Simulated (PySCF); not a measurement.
Exercise with solution: refractive index and permittivity of the vapour

C4H5F, SMILES CC(F)=C=C.

Coordinates come from a PBE0-D3(BJ)/def2-SVP optimisation.

PBE/def2-TZVP (PySCF) gives a mean static polarisability of 53.0 bohr³ and a dipole moment of 1.54 D. Take an ideal gas at 298.15 K and 0.1 bar, whether or not the substance is that volatile.

Problem. Work out n − 1 in the optical limit and the static ε − 1.

Solution. 
Polarisability volume α' = 53.0 × 0.148185 = 7.85 Å³. Number density N = p/kT = 2.43e-6 Å⁻³.
Dilute limit of Lorentz–Lorenz: n − 1 = 2π N α' = 0.00012.
Orientation term of Debye: μ²/(3kT) = 8.098 Å³ × μ²(D²) = 19.20 Å³.
ε − 1 = 4π N (α' + μ²/3kT) = 0.00083. Orientation of the dipole supplies 71 % of the static response; it can't follow optical fields. Vibrational polarisation and dispersion are left out.
